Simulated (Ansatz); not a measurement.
Reaction (hydrogenolysis of the Si–N bond): `FCN[SiH2][SiH3]` + H₂ → disilane + `NCF`

Isolated molecules relaxed with PBE0-D4/def2-TZVP in Ansatz; ΔE leaves out vibrations. CBS: MP2 limit from def2 TZ/QZ plus the TZ coupled-cluster correction, frozen cores. This one scheme is used for every species. Functionals use def2-TZVPP. B3LYP here is the variant with VWN-RPA as its local correlation; programs differ in this. Each species was taken in one conformer, which may not be the lowest.

`FCN[SiH2][SiH3]`:

Z-matrix (Å, degrees):
```
C
N 1 1.403
F 1 1.405 2 112.7
H 1 1.093 2 110.4 3 -118.2
H 1 1.092 2 111.4 3 118.9
Si 2 1.743 1 122.2 3 72.6
H 2 1.009 1 113.5 3 -76.9
Si 6 2.347 2 114.5 1 -64.9
H 6 1.490 2 106.9 1 56.4
H 6 1.488 2 106.1 1 173.4
H 8 1.488 6 110.1 2 -54.0
H 8 1.491 6 110.1 2 -173.4
H 8 1.487 6 110.7 2 66.5
```

H₂:

Cartesian coordinates in Å:
```
H 0.121 0.348 -0.057
H -0.121 -0.348 0.057
```

`[SiH3][SiH3]`:

Cartesian coordinates in Å:
```
Si -0.800 -0.384 0.761
Si 0.800 0.384 -0.761
H -1.820 0.669 1.012
H -1.485 -1.591 0.224
H -0.155 -0.739 2.053
H 1.482 1.593 -0.225
H 0.155 0.736 -2.054
H 1.822 -0.668 -1.009
```

`NCF`:

Cartesian coordinates in Å:
```
N -0.521 0.329 -0.647
C 0.395 0.053 0.378
F 0.353 -1.278 0.830
H -0.346 -0.210 -1.484
H -1.481 0.209 -0.358
H 1.415 0.222 0.029
H 0.185 0.675 1.250
```

CCSD(T)/CBS gives +0.16 eV.

Task: Another level gave +0.02 eV. Which?
A. MP2/def2-TZVPP
B. B3LYP/def2-TZVPP
C. PBE-D4/def2-TZVPP
D. HF/def2-TZVPP

Result: B. B3LYP 0.02, PBE-D4 0.13, HF/def2-TZVPP -0.06, MP2/def2-TZVPP 0.21 eV.

Largest T1 diagnostic among the species: 0.013.

The D4 term adds +0.14 eV with B3LYP and +0.08 eV with PBE0; it sums over pairs of atoms, weighted by their polarisabilities, and B3LYP, whose exchange is more repulsive, gets the larger term. In def2-TZVPP, CCSD(T) changes the Hartree–Fock value by +0.19 eV (the triples alone add +0.04 eV) and MP2 by +0.27 eV.
